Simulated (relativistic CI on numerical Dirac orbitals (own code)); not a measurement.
Hyperfine structure of Bi⁵⁺, mass number 209

Method of calculation: Dirac-Coulomb-Breit CI, orbitals from a KLI potential per configuration, model QED (radiative potential, 1s self-energy scaled to tabulated hydrogen-like ionisation energies), valence Slater integrals scaled by 0.85, P86 correlation energy added to each configuration (own radial code, finite nucleus).

Configuration list (outside the closed core [Xe] 4f14): 5d¹⁰, 5d⁹6s, 5d⁹5f, 5d⁹6p, 5d⁹5g, 5d⁹6d, 5d⁹7s, 5d⁹7p, 5d⁹7d, 5d⁹6f, 5d⁹7f. Double excitations out of closed p, d and f shells are left out; levels of such configurations are missing from the list, as are those of other unlisted configurations, and high levels can miss mixing partners.

Nuclear spin I = 9/2, μ = 4.092 μN, Q = -0.516 b (tables of Stone and Pyykkö). The electronic factors are computed for point nuclear moments, without core polarisation or the Bohr-Weisskopf and QED corrections.

```csv
Level,E (cm⁻¹),A (MHz),B (MHz)
5d⁹6s ³D3,157792.9,15580,1720
5d⁹6s ³D2,162326.8,-11470,1230
5d⁹6s ³D1,182461.1,-16880,768
5d⁹6s ¹D2,186432.1,23220,1680
5d⁹6p ³P°2,253575.3,-2066,810
5d⁹6p ³F°2,278540.6,8044,1280
5d⁹6p ³P°1,281843.4,-429.6,304
5d⁹6p ³F°4,284567.3,1628,-582
```

Levels with J = 0, under 50 % of one LS term, or S terms without an open s electron are left out. Small factors come from cancelling terms and can be off by tens of per cent or more.

At this charge configurations can still be misplaced by up to about 7 % of their energy. Levels and lines within the n = 5 or 6 shells can be off by up to 10 % or somewhat more, and those that change n by about 2 %, since core polarisation is missing. 18 of the 22 excited levels that our extract of the measured tables holds in this range could be paired (the sources list more); they are missed by 7748 cm⁻¹ on average and 23514 at most, and levels without a partner can miss by more. Levels that differ in their count of f electrons can be misplaced by several ten thousand cm⁻¹, since the correlation energy of f electrons is missing or only estimated; rates across such gaps can be off by orders of magnitude.

Problem. Give the hyperfine levels of 5d⁹6s ³D3 relative to its centre of gravity.

Solution. With K = F(F + 1) − I(I + 1) − J(J + 1), E = AK/2 + B[¾K(K + 1) − I(I + 1)J(J + 1)]/[2I(2I − 1)J(2J − 1)]: F = 3/2: -256300, F = 5/2: -217700, F = 7/2: -163600, F = 9/2: -93790, F = 11/2: -8261, F = 13/2: 93190, F = 15/2: 210700 MHz.

LS names give the leading component of a level, which can be under half, so a name can repeat, a term be missing and a line seem to break the LS rules.
